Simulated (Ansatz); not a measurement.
C$_{7}$H$_{7}$O, doublet, geometry from GFN2-xTB; SVWN5/cc-pVDZ run with Ansatz (an electronic-structure program).

Here is a job for Ansatz.
Ansatz 0.2 input:
```yaml
crystal:
  periodic: [false, false, false]
  atoms:
    - {symbol: C, position_ang: [-2.71619382, -0.23922739, -0.19628036]}
    - {symbol: O, position_ang: [-1.71539726, 0.65853627, 0.21840802]}
    - {symbol: C, position_ang: [-0.41327180, 0.28001990, 0.10394132]}
    - {symbol: C, position_ang: [0.53555447, 1.22374249, 0.53624467]}
    - {symbol: C, position_ang: [1.84761222, 0.89309559, 0.44236858]}
    - {symbol: C, position_ang: [2.33454345, -0.28859707, -0.04028834]}
    - {symbol: C, position_ang: [1.38981155, -1.21596845, -0.46553379]}
    - {symbol: C, position_ang: [0.03451983, -0.93768379, -0.39531439]}
    - {symbol: H, position_ang: [-3.66172997, 0.26925835, -0.01436561]}
    - {symbol: H, position_ang: [-2.68795508, -1.16808676, 0.38276678]}
    - {symbol: H, position_ang: [-2.63033428, -0.47227146, -1.26267211]}
    - {symbol: H, position_ang: [0.18687774, 2.16797733, 0.92332803]}
    - {symbol: H, position_ang: [3.38939188, -0.50524518, -0.09496425]}
    - {symbol: H, position_ang: [1.71856499, -2.16835611, -0.85676246]}
    - {symbol: H, position_ang: [-0.66709266, -1.68385402, -0.73542069]}
basis:
  gaussian:
    orbitals: cc-pVDZ
    final_grid: {core_spheres: 14, valence_spheres: 28, degree: 59}
hamiltonian:
  xc: {name: SVWN5}
magnetization: {spin_polarized: true, initial_magnetization: 1}
```

Task: Predict the main parts of the log of this Ansatz run.

Result: 
```
Functional definition: SVWN5
1801 factors; their error is unknown
mean field evaluation 1: about -9322.0296 eV, gradient 4.9e1 eV
mean field evaluation 2: about -9311.1631 eV, gradient 6.8e1 eV
mean field evaluation 4: about -9334.8115 eV, gradient 7.5e0 eV
mean field evaluation 8: about -9335.1067 eV, gradient 2.2e-1 eV
mean field evaluation 16: about -9335.0327 eV, gradient 1.5e-3 eV
mean field -9335.03269980 eV, -343.0561242052 hartree, gradient 2.4e-5 eV, S^2 0.754934; 0 other end points of the search recorded, 0 dependent functions left out
reference -9335.03273576 eV, -343.0561255266 hartree; 29, 28 occupied and 118, 119 virtual orbitals, 1801 factors
Total energy: -9335.03273576 eV, -343.0561255266 hartree
```
